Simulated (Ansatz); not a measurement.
Born–Oppenheimer molecular dynamics of F2H4O2Zr (9 atoms, charge 0, multiplicity 1). It starts at the highest image of a converged band, a first-order saddle point between two minima.

Method: RKS BHLYP/def2-SVP (Ansatz 0.2.0).

```
ensemble                      : NVE (velocity Verlet)
time step                     : 0.5 fs
steps asked                   : 200
starting velocities drawn for : 300 K
seed                          : 4858
```

First frame:

```xyz
9
Properties=species:S:1:pos:R:3
Zr 0.035 0.189 0.082
F 0.901 -0.097 2.155
O 1.619 -0.335 -0.834
H 2.293 -0.646 -1.425
O -1.027 1.208 -1.122
H -1.552 1.762 -1.685
F -1.134 -1.249 0.546
H 0.413 1.760 1.253
H 0.779 0.923 1.992
```

Q: How far do the bonds stretch over the last three quarters of this one trajectory? (Pairs bonded in most of those frames.)

A: 
```json
{"bond": "Zr1–F2", "mean (Å)": "1.958", "spread (Å)": "0.148", "shortest": "1.74", "longest": "2.17"}
{"bond": "Zr1–O3", "mean (Å)": "1.914", "spread (Å)": "0.037", "shortest": "1.86", "longest": "1.97"}
{"bond": "Zr1–O5", "mean (Å)": "1.926", "spread (Å)": "0.015", "shortest": "1.90", "longest": "1.95"}
{"bond": "Zr1–F7", "mean (Å)": "1.903", "spread (Å)": "0.027", "shortest": "1.87", "longest": "1.96"}
{"bond": "O3–H4", "mean (Å)": "0.952", "spread (Å)": "0.022", "shortest": "0.92", "longest": "0.98"}
{"bond": "O5–H6", "mean (Å)": "0.949", "spread (Å)": "0.003", "shortest": "0.94", "longest": "0.95"}
{"bond": "H8–H9", "mean (Å)": "0.758", "spread (Å)": "0.015", "shortest": "0.74", "longest": "0.79"}
```

Pairs bonded in part of these frames only: Zr1–H9 9 %.

Mean temperature of the second half: 1540 K. The conserved energy stayed within 0.21 meV per atom of its start (net change 0.14 meV per atom), so the integration is sound. The kinetic energy rose, since the run started high on the potential surface and went downhill. It ends in pieces (F2H2O2Zr + H2), so much of that is their flight and rotation, not heat. A run of 0.1 ps of so small a system gives no equilibrium averages. The orbitals stay closed-shell, which can raise the energy where a bond breaks towards radicals; this wasn't checked here.

Run time: 6.3 min on 2 threads of Intel(R) Xeon(R) 6975P-C (Granite Rapids), with other jobs on the host, peak memory 0.25 GiB.
